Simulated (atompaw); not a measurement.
## Scattering properties, PAW (atompaw) potential for hydrogen (H)

hydrogen (H), PAW, made with atompaw 4.2.0.5 (PBEsol, scalar-relativistic). Core none, reference 1s1. Waves: 1s (bound); 1s channel at 1.45 Ry; 2p channel at 0.4 Ry. Local part: troulliermartins scheme with l = 2 at -0.5 Ry, radius 0.70 bohr. Core correction: none. Augmentation charge: sinc compensation charge, radius 0.65 bohr; PAW radius 0.85 bohr; waves and projectors: bloechl.

The phase is arctan(r·u′/u) with u = r·R(r), unwrapped; energies in Ry, scanned from -2 to 5 Ry. A pole is an energy at which the radial function vanishes at the test radius. The pseudo phase is shifted by a multiple of π to meet the all-electron one at the reference energy, and phase errors are pseudo minus all-electron; the curves can meet again beyond the range given. Levels narrower than the energy grid can be missing from the lists of poles.

For each channel, where are the poles, and over which energies does the pseudopotential scatter like the atom?

```csv
channel,radius (bohr),reference energy (Ry),"poles, all-electron","poles, pseudo",unbroken range about the reference energy with phases within 0.05 rad,phase error 1 Ry above the reference energy (rad)
s,0.85,-0.47,none,none,the whole range,-0.000
p,0.85,0.40,none,none,the whole range,+0.000
```

Phases in the p channel:

| E (Ry) | all-electron | pseudo |
| --- | --- | --- |
| -2.00 | 1.097 | 1.097 |
| -1.52 | 1.081 | 1.081 |
| -1.04 | 1.064 | 1.064 |
| -0.56 | 1.046 | 1.046 |
| -0.08 | 1.026 | 1.026 |
| 0.40 | 1.004 | 1.004 |
| 0.88 | 0.979 | 0.979 |
| 1.36 | 0.952 | 0.952 |
| 1.84 | 0.922 | 0.922 |
| 2.32 | 0.888 | 0.888 |
| 2.80 | 0.851 | 0.851 |
| 3.28 | 0.808 | 0.808 |
| 3.76 | 0.760 | 0.760 |
| 4.24 | 0.705 | 0.705 |
| 4.72 | 0.643 | 0.643 |
